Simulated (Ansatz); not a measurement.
`C[Si](C)(C)P` + H₂ → `C[SiH](C)P` + CH₄ at 600 K and 1 bar (hydrogenolysis of the Si–C bond).

Program: Ansatz. Geometries: PBE0-D4/def2-TZVP. ΔE: electronic, gas phase. CBS: MP2 limit from def2 TZ/QZ plus the TZ coupled-cluster correction, frozen cores. This one scheme is used for every species. Each species was taken in one conformer, which may not be the lowest.

```csv
species,CCSD(T)/CBS energy (Eh),H − E (kJ/mol),S (J/(mol·K))
`C[Si](C)(C)P`,-750.84275,423.7,523.4
H₂,-1.17544,43.9,150.8
`C[SiH](C)P`,-711.56475,333.2,462.7
CH₄,-40.46206,140.4,215.7
```

H − E and S are ideal-gas, rigid-rotor, harmonic terms from PBE0-D4/def2-TZVP, for one conformer and one mirror image of each species. For small species the MP2-based limit differs from directly extrapolated CCSD(T) by up to some mEh (0.8 for H₂); such offsets cancel only in part. 1 Eh = 2625.50 kJ/mol, R = 8.31446 J/(mol·K).

Problem. By hand: ΔE, ΔH, ΔS and ΔG.

Solution. ΔE = (-711.56475) + (-40.46206) − (-750.84275) − (-1.17544) = -0.00862 Eh = -22.6 kJ/mol. Δ(H − E) = 333.2 + 140.4 − 423.7 − 43.9 = 6.0, so ΔH = -16.6 kJ/mol. ΔS = 462.7 + 215.7 − 523.4 − 150.8 = 4.2 J/(mol·K). ΔG = -16.6 − 600 × (4.2)/1000 = -19.1 kJ/mol.

Problem. By hand: the equilibrium constant, and the temperature at which ΔG would vanish if ΔH and ΔS stayed fixed.

Solution. log₁₀ K = −ΔG/(RT ln 10) = 1.7. ΔH and −TΔS have one sign here, so there is no such temperature. One of them is within its doubt of zero, so this could turn.

The number of gas molecules stays the same, so ΔS is small and ΔH decides. A doubt of 5 kJ/mol in ΔE shifts log₁₀ K by 0.4 here. Other conformers and mirror images would add mixing entropy, several J/(mol·K) or more a flexible species. These are equilibria of isolated gas molecules and say nothing of rates. Largest T1 diagnostic: 0.011 (customary marks: 0.02 for closed shells, 0.045 for open ones).
